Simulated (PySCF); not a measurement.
Several molecules and their computed UV-vis stick spectra, shuffled. Computed with TDDFT CAM-B3LYP/def2-SVPD, vertical, gas phase, core orbitals frozen in the response, def2 core potentials past Kr (PySCF). Geometries: PBE0-D3(BJ)/def2-SVP; one conformer of each isolated species. Triplets are in the Tamm–Dancoff approximation. Atoms past krypton carry core potentials; spin–orbit coupling is left out.

A. `Br[Te]Br`
B. `OC[C@@H](F)C(F)(F)F`
C. `C=[C](F)[Ge@H]1[CH]=CC=[C]1C`
D. `C(#C)CC#CC(C)=O`

Lowest singlet levels (six at most, fewer where fewer were computed) with oscillator strengths:

1. 284 nm (f 0.080); 233 nm (f 0.000); 208 nm (f 0.012); 199 nm (f 0.013); 196 nm (f 0.003); 190 nm (f 0.003); T1 2.66 eV
2. 163 nm (f 0.010); 145 nm (f 0.038); 136 nm (f 0.013); 134 nm (f 0.015); 132 nm (f 0.034); 128 nm (f 0.010); T1 7.24 eV
3. 301 nm (f 0.000); 242 nm (f 0.000); 214 nm (f 0.147); 191 nm (f 0.000); 182 nm (f 0.009); 182 nm (f 0.000); T1 3.57 eV
4. 570 nm (f 0.001); 568 nm (f 0.000); 285 nm (f 0.005); 279 nm (f 0.008); 271 nm (f 0.000); 259 nm (f 0.003); T1 1.55 eV

Question: Match each spectrum to its molecule.

Answer: 1 = C, 2 = B, 3 = D, 4 = A.
- A: S1 at 2.17 eV, HOMO→LUMO (99%); Löwdin shares by element: HOMO tellurium 65%, bromine 35%; LUMO tellurium 52%, bromine 48%; HOMO -7.89 and LUMO -2.20 eV; point group C2v, 2 of its 6 listed states under f = 0.0005.
- B: S1 at 7.60 eV, HOMO→LUMO (72%), HOMO→LUMO+1 (19%); Löwdin shares by element: HOMO oxygen 62%, carbon 21% or more, hydrogen 8% or more; LUMO carbon 31% or more, oxygen 13%, fluorine 10% or more (atoms not listed hold the other 45%); HOMO -10.18 and LUMO 0.95 eV.
- C: S1 at 4.36 eV, HOMO→LUMO (97%); Löwdin shares by element: HOMO carbon 83% or more (atoms not listed hold the other 17%); LUMO carbon 71% or more (atoms not listed hold the other 29%); HOMO -7.79 and LUMO -0.32 eV.
- D: S1 at 4.12 eV, HOMO→LUMO (93%); Löwdin shares by element: HOMO oxygen 63%, carbon 27% or more; LUMO carbon 57% or more, oxygen 26% (atoms not listed hold the other 17%); HOMO -9.27 and LUMO -0.48 eV.
